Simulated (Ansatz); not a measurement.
`C#C[SiH2][GaH2]` + PH₃ → `P[SiH2][GaH2]` + `C#C` at 298.15 K and 1 bar (ligand exchange at the Si–C bond).

Gas-phase electronic energies from Ansatz, PBE0-D4/def2-TZVP geometries. CBS: MP2 limit from def2 TZ/QZ plus the TZ coupled-cluster correction, frozen cores. This one scheme is used for every species. For Ga outer-core shells are correlated without core-valence functions, which leaves a few kJ/mol of doubt a bond. Scalar relativity is left out up to krypton. One conformer a species, not always the lowest.

```json
{"species": "`C#C[SiH2][GaH2]`", "CCSD(T)/CBS energy (Eh)": "-2292.05082", "H − E (kJ/mol)": "150.3", "S (J/(mol·K))": "359.3"}
{"species": "PH₃", "CCSD(T)/CBS energy (Eh)": "-342.72256", "H − E (kJ/mol)": "73.1", "S (J/(mol·K))": "210.2"}
{"species": "`P[SiH2][GaH2]`", "CCSD(T)/CBS energy (Eh)": "-2557.54159", "H − E (kJ/mol)": "146.9", "S (J/(mol·K))": "363.4"}
{"species": "`C#C`", "CCSD(T)/CBS energy (Eh)": "-77.22717", "H − E (kJ/mol)": "80.8", "S (J/(mol·K))": "200.2"}
```

H − E and S are ideal-gas, rigid-rotor, harmonic terms from PBE0-D4/def2-TZVP, for one conformer and one mirror image of each species. 1 Eh = 2625.50 kJ/mol, R = 8.31446 J/(mol·K).

**Question.** By hand: ΔE, ΔH, ΔS and ΔG.

**Answer.** ΔE = (-2557.54159) + (-77.22717) − (-2292.05082) − (-342.72256) = 0.00462 Eh = 12.1 kJ/mol. Δ(H − E) = 146.9 + 80.8 − 150.3 − 73.1 = 4.3, so ΔH = 16.4 kJ/mol. ΔS = 363.4 + 200.2 − 359.3 − 210.2 = -5.9 J/(mol·K). ΔG = 16.4 − 298.15 × (-5.9)/1000 = 18.2 kJ/mol.

**Question.** By hand: the equilibrium constant, and the temperature at which ΔG would vanish if ΔH and ΔS stayed fixed.

**Answer.** log₁₀ K = −ΔG/(RT ln 10) = -3.2. ΔH and −TΔS have one sign here, so there is no such temperature.

The number of gas molecules stays the same, so ΔS is small and ΔH decides. A doubt of 5 kJ/mol in ΔE shifts log₁₀ K by 0.9 here. Other conformers and mirror images would add mixing entropy, several J/(mol·K) or more a flexible species. Modes under 60 cm⁻¹, often nearly free rotors, make the harmonic entropy too high. These are equilibria of isolated gas molecules and say nothing of rates. Largest T1 diagnostic: 0.014 (customary marks: 0.02 for closed shells, 0.045 for open ones).

ΔS is within the doubt of such terms, so its sign, and with it that verdict, could turn.
